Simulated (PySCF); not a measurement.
**Correlation energy of Kr²⁺ (krypton, charge +2)**

[Ar] 3d10 4s1 4p4 4d1, one real determinant (an excited configuration). Calculation: PySCF 2.14, in aug-cc-pwCVTZ-PP with ECP10MDF; scalar relativity through the core potential. Frozen: 3s2 3p6 3d10; 6 electrons correlated.

MP2 pair energies summed by pair of shells (mhartree):

| pair | energy | share (%) |
| --- | --- | --- |
| 4p-4p | -70.09 | 70.1 |
| 4p-4d | -18.65 | 18.7 |
| 4s-4p | -10.20 | 10.2 |
| 4s-4d | -0.99 | 1.0 |

Total MP2 correlation energy: -99.94 mhartree.

Same-spin part -27.89 and opposite-spin part -72.04 mhartree; SCS-MP2 scales them by 1/3 and 6/5 to -95.75 mhartree.

The reference is one real determinant that mixes LS terms of this configuration.
